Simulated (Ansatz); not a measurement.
`[NH2][W](=[S])(=[S])[Cl]` and `[S]=[W](=[S])([Cl])[Cl]` differ in one atom or group.

Ansatz, PBE0-D4/def2-TZVP geometries, multiplicity 1. Each molecule was computed in one conformer, which needn't be the lowest.

Elements past krypton have def2 core potentials.

```
                                                                                  property  `[NH2][W](=[S])(=[S])[Cl]`
                                                       HOMO energy (B3LYP/def2-TZVPP) / eV                       -7.10
ideal-gas entropy at 298 K and 1 bar (rigid rotor, harmonic PBE0-D4/def2-TZVP) / J/(mol·K)                         370
                                            zero-point energy (PBE0-D4/def2-TZVP) / kJ/mol                        80.8
                                                       LUMO energy (B3LYP/def2-TZVPP) / eV                       -3.00
                                                        HOMO energy (PBE0/def2-TZVPP) / eV                       -7.35
                                        size of the dipole moment (ωB97M-V/def2-TZVPP) / D                        3.53
```

Task: What does the change do to each property? (Estimate.)

Result: The calculation gave: 
```tsv
property	`[S]=[W](=[S])([Cl])[Cl]`	shift
HOMO energy (B3LYP/def2-TZVPP) / eV	-7.42	-0.32
ideal-gas entropy at 298 K and 1 bar (rigid rotor, harmonic PBE0-D4/def2-TZVP) / J/(mol·K)	367	-3
zero-point energy (PBE0-D4/def2-TZVP) / kJ/mol	16.3	-64.5
LUMO energy (B3LYP/def2-TZVPP) / eV	-3.68	-0.68
HOMO energy (PBE0/def2-TZVPP) / eV	-7.67	-0.32
size of the dipole moment (ωB97M-V/def2-TZVPP) / D	0.66	-2.87
```

With PBE0 the HOMO falls by 0.32 eV and the LUMO falls by 0.68 eV, so the gap narrows by about 0.36 eV. PBE moves the HOMO by -0.32 eV and ωB97M-V by -0.31 eV. The zero-point energy changes by -64.5 kJ/mol with -6 modes. Dipoles are sizes alone; their direction can turn.

B3LYP here is the variant with VWN-RPA as its local correlation; programs differ in this.
